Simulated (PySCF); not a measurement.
Species: C6H11P2 (charge -1).
Geometry (PBE0-D3(BJ)/def2-SVP, Å), atoms numbered from 1 in this order:
```
atom  x, y, z in Å
P1     3.0392   -0.1661   -1.0065
C2     2.1941   -1.2787    0.2462
P3     1.1472   -0.5148    1.5992
C4    -0.2950   -0.0930    0.6539
C5    -0.6790   -0.2739   -0.6516
C6    -2.0346    0.3070   -0.9481
C7    -2.6282    0.4867    0.4567
C8    -1.4052    0.6780    1.3583
H9     1.9099    0.6526   -1.3207
H10    3.5572    0.7897   -0.0739
H11    1.6202   -2.0131   -0.3525
H12    3.0114   -1.8535    0.7174
H13   -0.0642   -0.7419   -1.4252
H14   -2.6737   -0.3353   -1.5869
H15   -1.9856    1.2887   -1.4758
H16   -3.3592    1.3122    0.5258
H17   -3.1506   -0.4415    0.7464
H18   -1.5700    0.3314    2.3930
H19   -1.1247    1.7468    1.4266
```

Computed, not measured: PBE0-D3(BJ)/def2-SVP geometry optimisation, gas phase in PySCF.

Take the most abundant isotopes and a rigid rotor. The values belong to one conformer with, in the numbering `[PH2:1][CH2:2][P-:3][C:4]1=[CH:5][CH2:6][CH2:7][CH2:8]1`, H–P1–C2–P3 -48° and 46°, P1–C2–P3–C4 76°, C2–P3–C4–C5 3°, C4–C5–C6–C7 -17°, C5–C6–C7–C8 28°, C6–C7–C8–C4 -29°, P3–C4–C8–C7 -162°.

**Question.** What are A, B and C (GHz)?

**Answer.** Ia = 193.42, Ib = 637.93, Ic = 769.24 u·Å²; 505379 MHz·u·Å²/I gives 2613, 792.2 and 657.0 MHz, that is A = 2.6128, B = 0.7922, C = 0.6570 GHz.

**Question.** What kind of rotor is it?

**Answer.** An asymmetric top. Ray's parameter κ = (2B − A − C)/(A − C) = -0.862; −1 is the prolate and +1 the oblate limit.

**Question.** What does the inertial defect say?

**Answer.** Not planar: Δ = Ic − Ia − Ib = -62.11 u·Å². For a rigid frame Δ = −2 Σ m c², so Σ m c² = 31.06 u·Å² lies off the ab plane: 13.68 from hydrogen and 17.38 from heavier atoms. The atom farthest from that plane is 1.70 Å away.

**Question.** Which types of transition are allowed, and where do some lines up to J = 3 fall?

**Answer.** The dipole components (about the centre of mass, as the species is charged) are |μa| = 1.52 D, |μb| = 1.86 D, |μc| = 0.10 D. Intensities carry the squares of the components, which stand as 0.67 : 1.00 : 0.00 (a : b : c). Some lines, for components of 0.1 D or more:

```tsv
type	branch	J(Ka,Kc)	MHz	lower level (cm⁻¹)
a	Q	3(1,2) ← 3(1,3)	811	0.339
c	Q	3(1,3) ← 3(0,3)	1514	0.289
a	R	2(1,2) ← 1(1,1)	2763	0.109
a	R	2(0,2) ← 1(0,1)	2891	0.048
a	R	2(1,1) ← 1(1,0)	3034	0.114
a	R	3(0,3) ← 2(0,2)	4319	0.145
c	R	2(1,1) ← 1(0,1)	4989	0.048
c	Q	3(2,2) ← 3(1,2)	5264	0.366
c	Q	2(2,1) ← 2(1,1)	5462	0.215
c	R	3(1,2) ← 2(0,2)	6644	0.145
b	Q	3(3,1) ← 3(2,2)	9445	0.542
b	R	3(2,2) ← 2(1,1)	9809	0.215
c	R	3(2,1) ← 2(1,1)	9846	0.215
c	R	3(2,2) ← 2(1,2)	10215	0.201
b	R	3(3,1) ← 2(2,0)	13786	0.397
c	R	3(3,0) ← 2(2,0)	13786	0.397
```

**Question.** Estimate the classical rotational partition function at 25 K, 50 K and 100 K.

**Answer.** Point group C1, symmetry number σ = 1; q = (√π/σ)·√((kT/h)³/(ABC)), k/h = 20836.6 MHz/K: 18100 at 25 K, 51100 at 50 K, 145000 at 100 K.

PBE0-D3(BJ)/def2-SVP frequencies: not computed here. These are rigid-rotor constants of the computed structure; measured ground-state constants (B0) also hold zero-point vibration.
